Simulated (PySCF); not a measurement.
3-fluoro-2-(4-fluorothiophen-2-yl)thiophene (C8H4F2S2), SMILES Fc1csc(-c2sccc2F)c1. Atoms are numbered in the order given.

```xyz
16

F      1.2905    -3.8170     0.0000
C      0.4686    -2.7656     0.0000
C     -0.8969    -2.8786     0.0000
S     -1.6287    -1.3099     0.0000
C     -0.0714    -0.5089     0.0000
C      0.0278     0.9351     0.0000
S     -1.3709     1.9871     0.0000
C     -0.3873     3.4106     0.0000
C      0.9516     3.1151     0.0000
C      1.1716     1.7122     0.0000
F      2.4028     1.1902     0.0000
C      0.9582    -1.4321     0.0000
H     -1.4932    -3.7876     0.0000
H     -0.8579     4.3918     0.0000
H      1.7575     3.8484     0.0000
H      2.0142    -1.1726     0.0000
```
Charge 0, spin multiplicity 1.

The structure is a stationary point at B3LYP-D3(BJ)/def2-SVP. The values are those of a single conformer.

Vertical ionisation energy (IE) and electron affinity (EA) in eV. Rows of orbital energies are one-electron estimates. Where ΔSCF, EOM or ADC give a negative EA the extra electron is unbound and the value depends on the basis.

```
level                                        IE    EA
-----------------------------------------  ----  ----
−ε(HOMO), −ε(LUMO), PBE0/def2-SVP (PySCF)  6.19  1.64
−ε(HOMO), −ε(LUMO), PBE/def2-SVP (PySCF)   5.15  2.25
```
